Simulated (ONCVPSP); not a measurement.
## u(r) = r·R(r): atom against pseudo-atom (Ce)

Columns: radius, all-electron u(r) and pseudo u(r) of the 5s shell (level -40.61 eV) of cerium in the configuration [Kr] 4d10 4f1 5s2 5p6 5d1 6s2; PBEsol, scalar-relativistic, ONCV scheme, ONCVPSP 4.0.1.

```csv
r (bohr),all-electron,pseudo
0.128,0.0571,0.0610
0.255,0.2618,0.1300
0.382,-0.2924,0.2137
0.510,-0.5239,0.3149
0.638,-0.3329,0.4299
0.765,0.0368,0.5502
0.893,0.4059,0.6673
1.020,0.6863,0.7682
1.148,0.8645,0.8447
1.275,0.9498,0.8893
1.402,0.9649,0.9003
1.530,0.9307,0.8795
1.658,0.8655,0.8319
1.785,0.7842,0.7656
1.912,0.6963,0.6878
2.040,0.6080,0.6050
2.168,0.5243,0.5236
2.295,0.4482,0.4481
2.422,0.3800,0.3800
2.550,0.3197,0.3196
2.678,0.2674,0.2674
2.805,0.2231,0.2230
2.932,0.1854,0.1853
3.060,0.1533,0.1533
3.188,0.1265,0.1265
3.315,0.1043,0.1043
```

Problem. How many radial nodes do the two functions have?

Solution. The all-electron 5s function has n − l − 1 = 4 (the table is too coarse to show those close to the nucleus); the pseudo-wave has 0, since the states of the same l below it are removed with the core.

Problem. At about which radius was the pseudo-wave matched?

Solution. 2.45 bohr. The columns agree to 0.0005 from 2.29 bohr on; several derivatives are matched, so the curves merge somewhat inside the radius.

Problem. Is the pseudo-wave norm-conserving?

Solution. Yes: the ONCV scheme keeps the norm inside the radius equal to the all-electron one, which fixes the energy derivative of the logarithmic derivative at the level.
